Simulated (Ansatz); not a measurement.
Species: SbF₃ (charge 0, singlet). 
Coordinates optimised at B3LYP-D3(BJ)/def2-TZVP (Ansatz, an electronic-structure program):
SMILES: [F][Sb]([F])[F]
```xyz
4

Sb     0.0026    -0.0033     0.3454
F     -1.3106    -0.9516    -0.6518
F     -0.1814     1.6158    -0.6358
F      1.4774    -0.6456    -0.6697
```
Charge 0, spin multiplicity 1.

Basis-set convergence of Hartree-Fock and CCSD(T) correlation energies (hartree) with Ansatz. Cores are frozen in the correlated levels unless marked. Spin-orbit coupling is left out. Frozen are the shells of the preceding noble gas and the d and f shells that filled before the atom's block. Past Kr the def2 sets carry scalar-relativistic core potentials.

```json
[
 {"basis": "def2-SVPD", "functions": "101", "E(HF)": "-537.42666", "E(corr, CCSD(T))": "-0.72008", "rough core time": "under 20 s"},
 {"basis": "def2-TZVPPD", "functions": "176", "E(HF)": "…", "E(corr, CCSD(T))": "…", "rough core time": "50 s"}
]
```

### Question
Some entries are withheld; supply them.

### Answer

- def2-TZVPPD, E(HF): -537.81169
- def2-TZVPPD, E(corr, CCSD(T)): -0.91431
